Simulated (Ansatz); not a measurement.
```xyz
10

B     1.274    0.105   -1.563
Al   -0.069   -0.005    0.085
N     0.521   -0.386    1.716
N    -1.808    0.281   -0.137
H     2.362    0.605   -1.485
H     1.009   -0.329   -2.651
H    -0.043   -0.567    2.530
H     1.497   -0.455    1.953
H    -2.243    0.394   -1.037
H    -2.499    0.358    0.591
```

The species carries charge 0 and has multiplicity 1.

(1) List the r2SCAN/def2-TZVPP orbital energies in eV (Ansatz). (Best estimate.)

Results:

(1) The calculation gave: Occupied: -1515.80, -384.19, -384.19, -180.43, -109.37, -69.69, -69.50, -69.49, -21.34, -21.12, -12.56, -11.89, -11.67, -10.75, -9.27, -8.38, -6.53, -6.40, -5.74. Lowest empty: -2.88, 0.35, 0.54, 1.70, 2.18, 2.81, 3.07, 3.22.
